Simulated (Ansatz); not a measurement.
Mulliken charges of ClH4O3Si2, SMILES `O[SiH]O[SiH](O)Cl` radical from ωB97M-V/def2-TZVPP in Ansatz (PBE0-D4/def2-TZVP geometry).

| atom | x (Å) | y (Å) | z (Å) | charge (e) |
| --- | --- | --- | --- | --- |
| O1 | 0.180 | -2.424 | -0.639 | -0.347 |
| Si2 | 1.228 | -1.168 | -0.757 | 0.355 |
| O3 | 0.772 | 0.096 | 0.202 | -0.332 |
| Si4 | -0.509 | 0.966 | 0.673 | 0.598 |
| O5 | -0.336 | 2.548 | 0.366 | -0.356 |
| Cl6 | -2.151 | 0.227 | -0.346 | -0.246 |
| H7 | -0.741 | -2.252 | -0.850 | 0.185 |
| H8 | 2.523 | -1.676 | -0.226 | -0.021 |
| H9 | -0.748 | 0.836 | 2.114 | -0.019 |
| H10 | -0.218 | 2.847 | -0.537 | 0.182 |

Question: By hand: the dipole of these point charges (1 e Å = 4.8032 D).

Answer: Σ q r = (0.246, 0.130, -0.047) e Å, of length 0.282 e Å = 1.35 D.

Question: How does the dipole of the full density compare? (An estimate is asked.)

Answer: Ansatz gave: (-0.025, 0.198, -0.236) e Å, 1.48 D; the point charges give 0.91 times that, at 69° from its direction.

Point charges leave out the atoms' own dipoles, such as those of lone pairs, and Mulliken's split depends on the basis, so the two needn't agree.
